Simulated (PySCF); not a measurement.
C2H4N, SMILES CC#[NH+], charge +1. Heavy atoms are numbered as in [CH3:1][C:2]#[NH+:3]. Hydrogens are named by the atom that carries them.

The structure is a stationary point at B3LYP-D3(BJ)/def2-TZVP. The isomer is the one that the SMILES or the coordinates give; other isomers of the formula were not compared.

Computed with B3LYP/pcSseg-2 run with PySCF.

GIAO shieldings, no solvent; atoms alike by connectivity are averaged. δ = σ(ref) − σ: ¹³C against TMS (σ = 181.3 ppm); ¹⁵N against NH3 (σ = 260.3 ppm); ¹H against TMS (σ = 31.68 ppm), references at their B3LYP-D3(BJ)/def2-TZVP geometries, non-relativistic.

Computed chemical shifts:
```json
[
 {"nucleus": "¹³C", "atoms": "C2", "count": "1", "δ (ppm)": "121.6"},
 {"nucleus": "¹³C", "atoms": "C1 (CH3)", "count": "1", "δ (ppm)": "-0.7"},
 {"nucleus": "¹⁵N", "atoms": "N3 (NH)", "count": "1", "δ (ppm)": "151.7"},
 {"nucleus": "¹H", "atoms": "H on N3", "count": "1", "δ (ppm)": "6.19"},
 {"nucleus": "¹H", "atoms": "H on C1", "count": "3", "δ (ppm)": "3.29"}
]
```
